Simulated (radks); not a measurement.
Results of a calculation; reference values are marked as such.
How relativity changes the ionisation of the gallium ion Ga25+ ([He] 2s2 2p2) to Ga26+ ([He] 2s2 2p1). Spin-unpolarised spherical Kohn-Sham, LDA (Slater exchange, Perdew-Wang correlation), point nucleus unless stated (finite: rms radius 3.9973 fm), a radial shooting solver on a logarithmic mesh with Libxc functionals. A level marked "c x" has the speed of light scaled by that factor and shares open shells by 2j + 1; other Dirac levels either fill j = l - 1/2 first or share by 2j + 1.

level                               E(Ga25+) (hartree)  E(Ga26+) (hartree)  IE (eV)   HOMO  <r> HOMO (bohr)
non-rel.                                   -1340.15863         -1247.83640   2512.2     2p           0.1772
scalar-rel.                                -1356.80648         -1263.94809   2526.8     2p           0.1757
scalar-rel., finite nucleus                -1356.79588         -1263.93744   2526.8     2p           0.1757
Dirac, 2j+1 shares                         -1356.83317         -1263.96176   2527.2  2p3/2           0.1766
Dirac, low j first                         -1358.44641         -1264.79579   2548.4  2p1/2           0.1737
Dirac, 2j+1 shares, finite nucleus         -1356.82257         -1263.95112   2527.2  2p3/2           0.1766
Dirac, c x 1.5                             -1347.46375         -1254.90012   2518.8  2p3/2           0.1769
Dirac, c x 5                               -1340.80938         -1248.46558   2512.8  2p3/2           0.1772
Dirac, c x 10                              -1340.32120         -1247.99357   2512.4  2p3/2           0.1772

NIST Atomic Spectra Database: 2544 eV (semi-empirical). The relativistic part of the total energy of Ga25+ is -16.66 hartree (Dirac, 2j+1 shares, finite nucleus), 1.2 % of the non-relativistic value. Spin polarisation and multiplet splitting of open shells are left out at every level.

Beside tabulated values, note that spin-unpolarised runs miss the spin-polarisation part of the exchange energy of open shells.
